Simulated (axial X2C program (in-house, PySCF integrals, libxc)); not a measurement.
Low determinants of WP⁺ at the PBE0 level, 2c

Computed with an in-house relativistic program for diatomic molecules. Two-component (2c) means X2C with spin–orbit coupling and atomic mean-field two-electron Coulomb and Gaunt terms. Basis: W dyall-cv3z [13s14p9d7f4g], P dyall-v3z [8s7p2d1f] (cores contracted in-house); Gaussian nuclei, density fitting, unrestricted open shells. Masses: W 183.951 u, P 30.974 u.

Search at 2.102 Å (vertical energies from the lowest determinant):

```json
{"ΔE (eV)": "0.00", "state": "Ω = 1", "electrons beyond evenly filled partner blocks": "ω = -1/2, ω = 3/2", "electrons in ±ω = 1/2, 3/2, 5/2, 7/2": "53 25 8 2"}
{"ΔE (eV)": "0.51", "state": "Ω = 1", "electrons beyond evenly filled partner blocks": "ω = -3/2, ω = 5/2", "electrons in ±ω = 1/2, 3/2, 5/2, 7/2": "52 25 9 2"}
{"ΔE (eV)": "0.52", "state": "Ω = 3", "electrons beyond evenly filled partner blocks": "ω = 1/2, ω = 5/2", "electrons in ±ω = 1/2, 3/2, 5/2, 7/2": "53 24 9 2"}
{"ΔE (eV)": "0.88", "state": "Ω = 2", "electrons beyond evenly filled partner blocks": "ω = 1/2, ω = 3/2", "electrons in ±ω = 1/2, 3/2, 5/2, 7/2": "53 25 8 2"}
{"ΔE (eV)": "1.03", "state": "Ω = 0", "electrons beyond evenly filled partner blocks": "none", "electrons in ±ω = 1/2, 3/2, 5/2, 7/2": "52 26 8 2"}
{"ΔE (eV)": "1.05", "state": "Ω = 0", "electrons beyond evenly filled partner blocks": "ω = -1/2, 2 × ω = 3/2, ω = -5/2", "electrons in ±ω = 1/2, 3/2, 5/2, 7/2": "53 24 9 2"}
{"ΔE (eV)": "1.46", "state": "Ω = 0", "electrons beyond evenly filled partner blocks": "none", "electrons in ±ω = 1/2, 3/2, 5/2, 7/2": "54 24 8 2"}
```

Lowest determinant, Ω = 1 (⟨Sz⟩ = -0.98, ⟨Lz⟩ = 1.98 at PBE0): Re = 2.091 Å, ωe = 521.4 cm⁻¹.

The determinant in row 2 of the search, Ω = 1 (⟨Sz⟩ = 1.02, ⟨Lz⟩ = -0.02 at PBE0), was followed along the bond at PBE0; measured from the minimum of the lowest determinant it gives:

Te = 0.509 eV (4104 cm⁻¹), Re = 2.111 Å, ωe = 484.0 cm⁻¹.

**Question.** Compare the bond of the determinant in row 2 with that of the lowest one.

**Answer.** At PBE0 its Re is 0.020 Å longer and its force constant, which goes as ωe², is 0.86 times that of the lowest determinant. T0 ≈ Te + Δωe/2 = 4104 + (-19) = 4085 cm⁻¹.

The search compares states at one distance, so a state with another bond length can lie lower; it is not exhaustive and yields mostly the lowest determinant of each block pattern, so other components and higher states of one pattern are missing. These are energies of single determinants, not of spin-adapted states; PBE0 term energies can be off by some tenths of an eV, and the functional has no current term. Open-shell Ω = 0 determinants with evenly filled partner blocks cannot be reached by this program, so the Ω shown need not be the lowest component. The lowest determinant need not be the ground state where others lie within half an eV.
